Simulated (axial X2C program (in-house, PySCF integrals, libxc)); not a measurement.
## Photoelectron levels of CuTe⁻ by EOM-IP-CCSD

Computed with an axial X2C code built on PySCF integrals: two-component X2C with atomic mean-field Coulomb and Gaunt terms, Gaussian nuclei, basis Te dyall-acv3z, Cu dyall-acv3z with contracted cores.

R = 2.456 Å (1.045 times 2.350 Å, the PBE0 minimum at charge -1 for the lowest determinant).

Vertical detachment energies of CuTe⁻ to the states of CuTe:

```csv
Ω of CuTe,vertical detachment energy (eV),above lowest (cm⁻¹),ionised spinor,one-hole weight
3/2,1.741,0,"81% Te pπ, 11% Cu pπ, 8% Cu dπ",0.93
1/2,2.136,3187,"79% Te pπ, 8% Cu pπ, 7% Cu dπ",0.93
1/2,3.444,13742,"63% Te pσ, 22% Cu sσ, 6% Cu dσ",0.93
5/2,5.179,27736,100% Cu dδ,0.89
```

(1) What is the splitting of the first π pair in the table, and is it regular or inverted?

This point took 20 s on 1 thread of Arm Neoverse V2 (shared host).

Reference electrons by ω block (each with its −ω partner): 1/2: 26, 3/2: 12, 5/2: 3. 18 electrons of CuTe⁻ correlated (inner shells frozen), 84 natural virtual spinors (a truncated set); levels can be off by some tenths of an eV. Roots sought by Ω: (1/2: 4, 3/2: 3, 5/2: 1); rows need 60 % one-particle weight and stop where some Ω has no more roots. Missing are any skipped roots, higher Ω and states of a further excitation; these come out far too high here and may in truth be low or lowest. T1 of the reference 0.033 (Lee–Taylor). Number of frozen shells: Te 4 s, 3 p, 2 d; Cu 3 s, 2 p. Large amplitudes in the reference (orbital relaxation or multireference character) lower the reliability.

Answers

(1) E(3/2) − E(1/2) = 0 − 3187 = -3187 cm⁻¹ at EOM-IP-CCSD: inverted, Ω = 3/2 lower. Splittings at this level can be off by ten to twenty per cent.
